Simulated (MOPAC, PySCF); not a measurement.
H₃BS₃, SMILES `SB(S)S`, neutral singlet in the gas phase. 

Z-matrix (Å, degrees):
```
B
S 1 1.8105
H 2 1.3539 1 98.39
S 1 1.8130 2 126.59 3 -0.05
H 4 1.3525 1 97.34 2 -0.04
S 1 1.8163 2 118.59 3 179.99
H 6 1.3543 1 96.64 2 -0.03
```
Charge 0, spin multiplicity 1.

All levels are single points at this geometry (PBE-D3(BJ)/def2-TZVP); Pople sets use spherical d functions. Orbital energies aren't observables, and empty levels follow the basis.

B3LYP/3-21G in PySCF gives dipole (D) = 2.31.

Q: Estimate the dipole (D) from each of these levels: PBE-D3(BJ)/def2-TZVP in PySCF; B3LYP/6-311+G** in PySCF; PBE/6-31G* in PySCF; SVWN5/6-31G* in PySCF; HF/3-21G in PySCF; HF/STO-3G in PySCF; AM1 in MOPAC; PM3 in MOPAC.

A: 
```csv
level,dipole (D)
PBE-D3(BJ)/def2-TZVP in PySCF,1.58
B3LYP/6-311+G** in PySCF,1.84
PBE/6-31G* in PySCF,1.91
SVWN5/6-31G* in PySCF,1.99
HF/3-21G in PySCF,2.51
HF/STO-3G in PySCF,1.58
AM1 in MOPAC,2.35
PM3 in MOPAC,2.31
```
